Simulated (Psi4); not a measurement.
**Nuclear repulsion and electron count by hand**

System: GeI₄, triplet, geometry from GFN2-xTB (a higher spin typed on purpose: for a closed-shell molecule this is an excited state) (all electrons, no relativity). Level: B3LYP/STO-3G in Psi4 1.11. Sums are taken with unrounded values, so a last digit can differ.

Coordinates (Å):

```
atom         x         y         z
----  --------  --------  --------
I1    -0.64226   2.80508  -0.74452
Ge2   -0.26334   0.04304  -0.11472
I3    -1.70071  -2.42211  -0.27615
I4     0.47123   0.12487   2.45850
I5     2.03074  -0.53383  -1.36856
```

Problem. Work out the nuclear repulsion energy and the numbers of alpha and beta electrons.

Solution. In atomic units each pair adds Z_i Z_j / r_ij, with r in bohr (1 bohr = 0.529177 Å).
| pair | r (Å) | r (bohr) | Z_i Z_j | term (Eh) |
|---|---|---|---|---|
| I1-Ge2 | 2.8582 | 5.4011 | 1696 | 314.0077 |
| I1-I3 | 5.3538 | 10.1172 | 2809 | 277.6455 |
| I1-I4 | 4.3224 | 8.1681 | 2809 | 343.9005 |
| I1-I5 | 4.3224 | 8.1681 | 2809 | 343.9005 |
| Ge2-I3 | 2.8582 | 5.4011 | 1696 | 314.0077 |
| Ge2-I4 | 2.6773 | 5.0593 | 1696 | 335.2252 |
| Ge2-I5 | 2.6773 | 5.0593 | 1696 | 335.2252 |
| I3-I4 | 4.3224 | 8.1681 | 2809 | 343.9005 |
| I3-I5 | 4.3224 | 8.1681 | 2809 | 343.9005 |
| I4-I5 | 4.1848 | 7.9081 | 2809 | 355.2064 |
The sum is 3306.9196 Eh; Psi4 gives 3306.9196 Eh. The atomic numbers add up to 244, so at charge +0 there are 244 electrons; multiplicity 3 means 2 unpaired, so 123 alpha and 121 beta.
